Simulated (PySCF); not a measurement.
Job for PySCF: R-M06-2X/def2-TZVPP on BH5N2 (SMILES NBN), a point of a torsion scan.

```python
from pyscf import gto, dft

mol = gto.M(
    atom='''
    N     1.10419602   -0.39310269    0.50868335
    B     0.13110988    0.61087074    0.11761197
    N     0.49645407    1.72831266   -0.63083545
    H     1.21571516   -1.15985001   -0.13615244
    H     2.03605560    0.00242512    0.60358537
    H    -1.00938802    0.40995577    0.30649774
    H     1.45288102    1.96620618   -0.84147161
    H    -0.14166674    2.46830386   -0.86812646
    ''',
    basis='def2-tzvpp',
    charge=0, spin=0, verbose=4, max_memory=1800)
mf = dft.RKS(mol, xc='m062x').density_fit(auxbasis='def2-universal-jkfit')
mf.grids.level = 4
mf.conv_tol = 1e-9
mf.max_cycle = 150
mf.kernel()
mf.dip_moment()
```

Program output:

```
PySCF version 2.14.0

[INPUT] verbose = 4
[INPUT] num. atoms = 8
[INPUT] num. electrons = 24
[INPUT] charge = 0
[INPUT] spin (= nelec alpha-beta = 2S) = 0
[INPUT] symmetry False subgroup None
[INPUT] Mole.unit = angstrom
[INPUT] Symbol           X                Y                Z      unit          X                Y                Z       unit  Magmom
[INPUT]  1 N      1.104196020000  -0.393102690000   0.508683350000 AA    2.086628065635  -0.742856422930   0.961272215626 Bohr   0.0
[INPUT]  2 B      0.131109880000   0.610870740000   0.117611970000 AA    0.247761765425   1.154378396110   0.222254412271 Bohr   0.0
[INPUT]  3 N      0.496454070000   1.728312660000  -0.630835450000 AA    0.938162225726   3.266037585019  -1.192106230167 Bohr   0.0
[INPUT]  4 H      1.215715160000  -1.159850010000  -0.136152440000 AA    2.297368697882  -2.191798864474  -0.257290822791 Bohr   0.0
[INPUT]  5 H      2.036055600000   0.002425120000   0.603585370000 AA    3.847587458387   0.004582812619   1.140611042094 Bohr   0.0
[INPUT]  6 H     -1.009388020000   0.409955770000   0.306497740000 AA   -1.907466911217   0.774704128485   0.579196786398 Bohr   0.0
[INPUT]  7 H      1.452881020000   1.966206180000  -0.841471610000 AA    2.745547219379   3.715591184627  -1.590150884497 Bohr   0.0
[INPUT]  8 H     -0.141666740000   2.468303860000  -0.868126460000 AA   -0.267711339560   4.664418287607  -1.640521250888 Bohr   0.0

nuclear repulsion = 68.8956679541595
number of shells = 63
number of NR pGTOs = 218
number of NR cGTOs = 163
basis = def2-tzvpp
ecp = {}


******** <class 'pyscf.df.df_jk.DFRKS'> ********
method = DFRKS
initial guess = minao
damping factor = 0
level_shift factor = 0
DIIS = <class 'pyscf.scf.diis.CDIIS'>
diis_start_cycle = 1
diis_space = 8
diis_damp = 0
SCF conv_tol = 1e-09
SCF conv_tol_grad = None
SCF max_cycles = 150
direct_scf = False
XC library pyscf.dft.libxc version 7.1.2
    S. Lehtola, C. Steigemann, M. J. T. Oliveira, and M. A. L. Marques,  SoftwareX 7, 1–5 (2018)
XC functionals = m062x
    Y. Zhao and D. G. Truhlar,  Theor. Chem. Acc. 120, 215 (2008)
    Y. Zhao and D. G. Truhlar,  Theor. Chem. Acc. 120, 215 (2008)
radial grids:
    Treutler-Ahlrichs [JCP 102, 346 (1995); DOI:10.1063/1.469408] (M4) radial grids

becke partition: Becke, JCP 88, 2547 (1988); DOI:10.1063/1.454033
pruning grids: <function nwchem_prune>
grids dens level: 4
symmetrized grids: False
atomic radii adjust function: <function treutler_atomic_radii_adjust>
small_rho_cutoff = 0
Set gradient conv threshold to 3.16228e-05
Initial guess from minao.
tot grids = 162400
******** <class 'pyscf.df.df.DF'> ********
auxbasis = def2-universal-jkfit
init E= -137.656398174105
  HOMO = -0.320780942712398  LUMO = -0.0147953871943027  gap/eV = 8.32629
cycle= 1 E= -137.38011406368  delta_E= 0.276  |g|= 0.425  |ddm|= 1.86
  HOMO = -0.239226964922119  LUMO = 0.0580429249110086  gap/eV = 8.08913
cycle= 2 E= -137.389334204978  delta_E= -0.00922  |g|= 0.415  |ddm|= 0.706
  HOMO = -0.315898247509301  LUMO = 0.0497214949272209  gap/eV = 9.94902
cycle= 3 E= -137.423683574826  delta_E= -0.0343  |g|= 0.0348  |ddm|= 0.336
  HOMO = -0.31359856602227  LUMO = 0.0515776101209127  gap/eV = 9.93695
cycle= 4 E= -137.423937303531  delta_E= -0.000254  |g|= 0.0123  |ddm|= 0.0304
  HOMO = -0.313834823156524  LUMO = 0.0516421042190127  gap/eV = 9.94513
cycle= 5 E= -137.423973824021  delta_E= -3.65e-05  |g|= 0.00311  |ddm|= 0.0105
  HOMO = -0.313647526222079  LUMO = 0.0514652709784973  gap/eV = 9.93523
cycle= 6 E= -137.423975949814  delta_E= -2.13e-06  |g|= 0.00134  |ddm|= 0.00349
  HOMO = -0.313729353906693  LUMO = 0.0514810087413068  gap/eV = 9.93788
cycle= 7 E= -137.42397632167  delta_E= -3.72e-07  |g|= 0.000318  |ddm|= 0.00102
  HOMO = -0.313701656574505  LUMO = 0.0514859013264672  gap/eV = 9.93726
cycle= 8 E= -137.423976348208  delta_E= -2.65e-08  |g|= 4.66e-05  |ddm|= 0.000289
  HOMO = -0.313706949217007  LUMO = 0.0514835283299933  gap/eV = 9.93734
cycle= 9 E= -137.423976349663  delta_E= -1.45e-09  |g|= 1.37e-05  |ddm|= 0.000118
  HOMO = -0.313707218530061  LUMO = 0.0514836736938177  gap/eV = 9.93735
cycle= 10 E= -137.423976349777  delta_E= -1.14e-10  |g|= 2.92e-06  |ddm|= 2.94e-05
  HOMO = -0.313707390879991  LUMO = 0.0514836202134409  gap/eV = 9.93735
Extra cycle  E= -137.423976349782  delta_E= -5.23e-12  |g|= 1.36e-06  |ddm|= 6.47e-06
converged SCF energy = -137.423976349782
Dipole moment(X, Y, Z, Debye):  1.31875,  1.39559, -1.51550
```

Self-consistency was reached.

Cost: around 20 core-seconds (rough).
